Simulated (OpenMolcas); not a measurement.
## Computed transition rates of neutral tantalum

```yaml
Program: OpenMolcas
Method: "MS-CASPT2, IPEA 0.25 Eh, imaginary shift 0.1 Eh (closed shells correlated: 5s 5p)"
Basis: ANO-RCC-VTZP [8s7p5d3f2g1h]
Scalar_Hamiltonian: DKH2, point nucleus
Active_space: 5 electrons in 6 orbitals (5d 6s)
State_averaging: 2S+1 = 4 even, 50 roots; 2S+1 = 6 even, 6 roots kept (CI in the orbitals of an earlier block); 2S+1 = 2 even, 98 roots kept (CI in the orbitals of an earlier block)
Spin-orbit_coupling: RASSI with atomic mean-field integrals over the reference wave functions, term energies averaged over their components
```

Rates come from the transition moments of the reference wave functions (E1 and E2 in the length form). At fixed line strength A goes as λ^-3 for E1 and M1 and as λ^-5 for E2, so a rate at the computed wavelength can be rescaled to the measured one. Measured vacuum wavelengths follow from level energies in NIST Handbook of Basic Atomic Spectroscopic Data. Branching counts decays inside the model space alone, at computed energies, and the table is only a selection of the M1 lines, drawn from those between levels with measured partners whose computed energy lies within a factor of 1.5 of the measured one.

```
                Upper                  Lower  Type  λ computed (nm)  λ measured (nm)  A computed (s-1)  A rescaled (s-1)  Branching %
       5d3 6s2 4F 7/2         5d3 6s2 4F 5/2    M1             5188             5118          2.90e-01          3.02e-01        100.0
       5d3 6s2 4P 5/2  5d3 6s2 4P 3/2 [72 %]    M1             3763             3140          2.60e-01          4.47e-01         85.3
       5d3 6s2 4F 5/2         5d3 6s2 4F 3/2    M1             5383             4975          2.59e-01          3.28e-01        100.0
5d3 6s2 4P 3/2 [72 %]         5d3 6s2 4F 3/2    M1             1716             1648          2.37e-01                           84.1
       5d3 6s2 4F 9/2         5d3 6s2 4F 7/2    M1             5947             6035          1.18e-01          1.13e-01        100.0
       5d3 6s2 4P 1/2         5d3 6s2 4F 3/2    M1             1770             1653          2.68e-02                           99.0
```

Spin-changing lines and M1 lines between different terms are not rescaled, since their strength hangs on the term gaps too.

The largest correction is for 5d3 6s2 4P 5/2 → 5d3 6s2 4P 3/2 [72 %] (M1): 2.60e-01 × (3763 / 3140)^3 = 4.47e-01 s-1, a factor of 1.72.

The computed rate and branching of 5d3 6s2 4F 5/2 → 5d3 6s2 4F 3/2 give the upper level a radiative lifetime of 1.000 / 2.59e-01 s-1 = 3.86e+00 s, counting decays inside the model space alone. The rescaled rate gives about 3.0e+00 s.

No measured rate stands beside these. Rescaling mends the energy factor alone: line strengths can still be far off where a level mixes with configurations outside the active space, and weak or spin-changing lines hang on small mixing coefficients that depend on the term gaps too, so rescaling need not improve them.

CASPT2 does not keep the components of a term degenerate, so their means are used; among the terms shown or strongly mixed into the levels shown the widest spread is 800 cm-1 (5d3 6s2 4F). Over all roots computed the reference weight is 0.88 to 0.93; the roots of lowest weight are the least certain, and an intruder state may touch them. Blocks of more than 70 roots (2S+1 = 2 even) ran without multistate coupling. Configurations are named by rounded mean occupations; where the s occupation lies near a half they are strongly mixed, a name can repeat and a true partner stay unpaired. Measured partners are found by configuration, term and J. A level has none where our copy of the source lacks it or the pairing is in doubt (some pairs that miss far off the trend of their configuration count as doubtful). Levels of configurations outside the active space are missing.

A share in square brackets marks a mixed level and gives the weight of the term that names it.
